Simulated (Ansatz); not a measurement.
The same path of C2H5BN (9 atoms, charge -1, multiplicity 1) was run twice with different band settings. The coordinate that changes most is the dihedral C3–C2–N4–H8.

Theory: RKS PBE0/def2-SVP in Ansatz 0.2.0.

Relaxed end points:

```xyz
9
Properties=species:S:1:pos:R:3
B 0.051 1.117 -0.410
C 0.095 -0.296 0.172
C 0.619 -0.668 -1.001
N -0.194 -1.065 1.313
H 0.951 1.946 -0.219
H -0.976 1.582 -0.929
H 0.786 0.225 -1.701
H -0.249 -2.053 1.055
H -1.084 -0.787 1.720
```

```xyz
9
Properties=species:S:1:pos:R:3
B 0.066 1.117 -0.406
C -0.136 -0.318 0.081
C 0.327 -0.695 -1.116
N -0.575 -1.099 1.164
H 1.088 1.766 -0.132
H -0.844 1.783 -0.916
H 0.537 0.206 -1.796
H -0.251 -0.710 2.047
H -0.211 -2.050 1.073
```

Common settings: movable images 7; climbing image yes; spring 5.0 eV/Å²; optimiser quadratic models (default); start path IDPP; iteration limit 60; end points relaxed.

| run | force threshold |
| --- | --- |
| 1 | 0.05 eV/Å |
| 2 | 0.2 eV/Å |

Q: What does each run give, and how far can it be trusted?

A: Run 1: converged after 5 iterations, highest image 0.326 eV above the first end. A vibrational analysis at the climbing image gives one clearly imaginary mode, 379i cm⁻¹: a first-order saddle point.
Run 2: converged after 4 iterations, highest image 0.327 eV above the first end. The threshold of 0.2 eV/Å is loose, so the images may lie well off the minimum-energy path. Another band between the same ends (7 images) ends at a top of the same energy, where a vibrational analysis finds 1 clearly imaginary mode.
Limits of this set-up: an anion without diffuse functions, the dipole of an ion depends on the origin.
